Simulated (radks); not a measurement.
Valence configurations of Ho+ (all share [Xe]). Method: scalar-relativistic Kohn-Sham, r2SCAN, spin-polarised, spherical densities, finite nucleus; open shells are filled with parallel spins first (spin-orbit coupling, left out, can overturn this in heavy ions); meta-GGA in the generalised Kohn-Sham scheme; Fermi nuclear charge, rms radius 5.2022 fm; computed with a radial shooting solver on a logarithmic mesh with Libxc functionals. Energies are relative to 4f11 6s1; eigenvalues in eV for spin up.

valence	E (eV)	moment (Bohr magnetons)	e(4f)	e(5d)	e(6p)	e(6s)
4f11 6s1	0.000	4	-10.777	-	-	-9.467
4f10.5 5d0.5 6s1	0.842	5	-14.030	-7.782	-	-9.983
4f11.5 6s0.5	1.388	3	-7.074	-	-	-8.273
4f11 5d1	2.441	4	-9.089	-5.850	-	-
4f10 6s2	2.484	4	-20.063	-	-	-10.736
4f10 5d1 6s1	2.579	6	-17.516	-8.669	-	-10.405
4f11 6p1	3.575	4	-12.130	-	-6.430	-
4f10 6s1 6p1	5.426	6	-21.144	-	-7.644	-12.038
4f9.5 5d0.5 6s1 6p1	8.906	7	-24.967	-11.843	-7.829	-12.464
4f9 5d1 6s1 6p1	13.458	8	-28.940	-12.806	-7.984	-12.830

NIST lists [Xe] 4f11 6s1 as the ground configuration; this level of theory agrees among the configurations tried. The energies are those of spherical high-spin densities, not of single terms.
